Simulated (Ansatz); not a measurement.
Species: SiClF, charge 0, singlet. A triplet may lie lower; no result for it is given here. SiClF (SMILES F[Si]Cl).
B3LYP-D3(BJ)/def2-TZVP minimum from Ansatz (a program for electronic structure):
```xyz
3

Si     0.3312     0.2750     0.7866
F      0.9695     1.3291    -0.2498
Cl    -0.7860    -0.9301    -0.5155
```

Total energies in cc-pV(D+d)Z, 18 correlated electrons, 11 frozen orbitals. Radicals and triplets start from unrestricted determinants; spin-orbit coupling is neglected. Correlated methods leave the cores frozen. No relativity. The restricted determinant of ClFSi (F[Si]Cl, singlet) is unstable towards broken spin symmetry in at least one set run.

```tsv
method	program	energy (Eh)	minus CCSDT(Q) (mEh)
HF	Ansatz	-847.95888	438.77
MP2	Ansatz	-848.36082	36.83
CCSD	Ansatz	-848.38576	11.89
CCSD(T)	Ansatz	-848.39577	1.88
CCSDT(Q)	Ansatz	-848.39764	0.00
```
